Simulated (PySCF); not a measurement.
ReF4, SMILES [F][Re]([F])([F])[F] (connectivity only; charge and spin as stated), neutral, multiplicity 4. Coordinates come from a r2SCAN-D4/def2-SVP optimisation. The spin state was assumed, not searched. The def2 effective core potentials stand for the cores of Re; spin–orbit coupling is left out.

Computed with r2SCAN-D4/def2-SVP (PySCF).

Harmonic wavenumbers (cm⁻¹): 127, 183, 183, 203, 301, 676, 708, 708, 724. Rotational constants (GHz): 3.821, 3.821, 1.911; symmetry number 8.

Q: Work out the zero-point energy and the ideal-gas rigid-rotor harmonic-oscillator thermochemistry at 298.15 K and 1 atm.

A: ZPE = ½ Σ hcν = ½ × 3812 cm⁻¹ = 5.45 kcal/mol. H − E(el) = 9.88 kcal/mol. Entropy in cal/(mol K): translation 42.59, rotation 22.71, vibration 12.32, spin 2.75, total 80.38. G − E(el) = -14.09 kcal/mol. Cp = 20.40 cal/(mol K). Modes under 150 cm⁻¹ make the vibrational entropy uncertain.
